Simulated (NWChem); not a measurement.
Si$_{2}$H$_{4}$OClF; SMILES O[SiH2][Si@H](Cl)F

```xyz
9

O      1.0978     2.2751     0.1819
Si    -0.4041     1.7096    -0.2728
Si    -0.5036    -0.5197     0.4538
F     -1.6076    -1.3834    -0.3663
Cl     1.3783    -1.2617    -0.0291
H      1.8334     1.6795     0.0000
H     -0.6180     1.7108    -1.7538
H     -1.4192     2.5806     0.3786
H     -0.7225    -0.7878     1.9004
```
Atoms are numbered in this order, from 1.

Computed with NWChem. Pople sets run with spherical d functions. Geometry: optimised at PBE0/def2-SVP. Vzz is the largest principal value of the second derivative of the potential at the nucleus (NWChem prints the opposite sign); η is the asymmetry. Non-relativistic.

### Question
Estimate the computed values for CAM-B3LYP/6-31G*. Quantities: Vzz O1 (a.u.); η O1; Vzz Cl5 (a.u.); η Cl5.

### Answer
The vzz O1 (a.u.) is 1.352. The η O1 is 0.68 and the vzz Cl5 (a.u.) comes out as 1.870. The η Cl5 comes out as 0.15.
